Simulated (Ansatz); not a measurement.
Molecule: Al$_{2}$H$_{4}$, net charge 0, singlet state. 
Coordinates optimised at B3LYP-D3(BJ)/def2-TZVP (Ansatz, a first-principles code):
SMILES: [AlH2][AlH2]
```xyz
6

Al    -0.0012    -0.0150     1.2942
Al     0.0012     0.0150    -1.2942
H      1.3472    -0.0315     2.1375
H     -1.3512    -0.0180     2.1352
H      0.0088     1.3738    -2.1207
H     -0.0047    -1.3244    -2.1520
```

Quantity: vertical triplet-singlet gap (E(triplet) - E(singlet); each state is the SCF solution reached for its spin; the molecule has degenerate orbitals, so one determinant may break the symmetry), in kJ/mol. Cores are frozen in the correlated levels unless marked. UHF or UKS for open shells. No spin-orbit coupling. No relativistic terms. CBS marks a two-point X^-3 extrapolation of the correlation energy; Hartree-Fock from the larger set. [CCSD(T)-MP2]/basis is that difference in the basis named.

RI-MP2/CBS(aug-cc-pV(T+d)Z,aug-cc-pV(Q+d)Z)+[CCSD(T)-MP2]/aug-cc-pV(T+d)Z (Ansatz) gives 299.9 kJ/mol.

### Question
Another calculation gave 308.0 kJ/mol. Which level was it?
A) B3LYP/def2-TZVPD (Ansatz)
B) PBE/def2-TZVPD (Ansatz)
C) CAM-B3LYP/def2-TZVPD (Ansatz)
D) wB97X-V/def2-TZVPD (Ansatz)

### Answer
D, wB97X-V/def2-TZVPD (Ansatz). The others give 279.0 (B3LYP), 292.1 (CAM-B3LYP), 249.8 (PBE) kJ/mol.
